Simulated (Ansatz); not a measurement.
Geometry optimisation, RKS r2SCANh/def2-SVP (Ansatz 0.2.0).

Input:

```yaml
crystal:
  periodic: [false, false, false]
  atoms:
    - { symbol: B, position_ang: [0.08521, -0.35364, 0.319953] }
    - { symbol: "N", position_ang: [-0.064012, -0.352387, 1.804782] }
    - { symbol: H, position_ang: [-0.866467, -0.781956, 2.243517] }
    - { symbol: H, position_ang: [0.783444, -0.483263, 2.341526] }
    - { symbol: O, position_ang: [1.342835, -0.211074, -0.168035] }
    - { symbol: H, position_ang: [1.337865, -0.091839, -1.122286] }
    - { symbol: O, position_ang: [-0.971607, -0.480119, -0.533201] }
    - { symbol: H, position_ang: [-1.831431, -0.446148, -0.111297] }
    - { symbol: Br, position_ang: [-0.289588, 2.872848, 0.328279] }
    - { symbol: H, position_ang: [-0.179348, 1.862478, 1.436763] }
basis:
  gaussian: { orbitals: def2-SVP }
hamiltonian:
  xc: r2scanh
relax:
  f_tol: 0.03
  max_steps: 50
output:
  orbitals: {}
```

Launched with:

```bash
$ ansatz run input.yaml --threads 4 --pin off --max-ram 5120MiB --backend cpu --events-out ev --progress --plain --runs-dir out
```

Task: Where does it end, and by what steps?

Result: It converged. After 29 steps the energy has fallen by 0.416 eV; Br9 moved furthest, 1.83 Å. Joined: N2–H10 (2.25 → 1.13 Å).

```tsv
step	energy less start (eV)	largest force component (eV/Å)	accepted
0	0.0000	1.758	yes
2	-0.2125	0.219	yes
4	-0.2596	0.578	yes
6	-0.2808	0.161	yes
8	-0.2904	0.215	yes
10	-0.3060	0.342	yes
12	-0.3115	0.158	yes
14	-0.3144	0.061	yes
16	-0.3169	0.129	yes
18	-0.3197	1.031	no
20	-0.3816	0.567	yes
22	-0.4015	0.150	yes
24	-0.4099	0.278	yes
26	-0.4145	0.073	yes
28	-0.4155	0.130	yes
29	-0.4161	0.016	yes
```

```xyz
10
Properties=species:S:1:pos:R:3
B 0.212 -0.306 0.149
N 0.161 0.165 1.611
H -0.271 -0.537 2.215
H 1.088 0.363 1.991
O 1.164 -1.230 -0.096
H 1.183 -1.492 -1.024
O -0.637 0.198 -0.729
H -1.203 0.939 -0.351
Br -1.845 2.360 1.138
H -0.505 1.074 1.637
```

Whether the end is a true minimum wasn't checked by a vibrational analysis.

Run time: 54 s on 4 threads of Intel(R) Xeon(R) Platinum 8488C (Sapphire Rapids), on a shared host, peak memory 0.32 GiB.
